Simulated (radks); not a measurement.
Values are calculated unless marked as measured or tabulated.
Task: The rhodium ion Rh3+, configuration [Kr] 4d6. Code: a radial shooting solver on a logarithmic mesh with Libxc functionals. Model: Dirac Kohn-Sham, Slater X-alpha with alpha = 0.925, spin-unpolarised, spherical densities, finite nucleus; open shells fill j = l - 1/2 first; Fermi nuclear charge, rms radius 4.4945 fm. Some entries of the table are withheld. Estimate them.

orbital,occ.,eigenvalue (hartree),r(max) (bohr)
1s1/2,2,-852.0552,0.02115
2s1/2,2,(1),0.1196
2p1/2,2,-116.7103,0.09253
2p3/2,4,-111.3205,0.09661
3s1/2,2,-23.87214,0.3498
3p1/2,2,-20.34951,0.3358
3p3/2,4,-19.41260,0.3454
3d3/2,4,(2),0.2866
3d5/2,6,(3),0.2894
4s1/2,2,-4.56892,0.8702
4p1/2,2,-3.46849,(4)
4p3/2,4,-3.31362,(5)
4d3/2,4,-1.61641,1.077
4d5/2,2,-1.59651,1.086

Result: 
(1) 2s1/2 eigenvalue (hartree): -125.5648
(2) 3d3/2 eigenvalue (hartree): -13.11408
(3) 3d5/2 eigenvalue (hartree): -12.92675
(4) 4p1/2 r(max) (bohr): 0.9111
(5) 4p3/2 r(max) (bohr): 0.9351
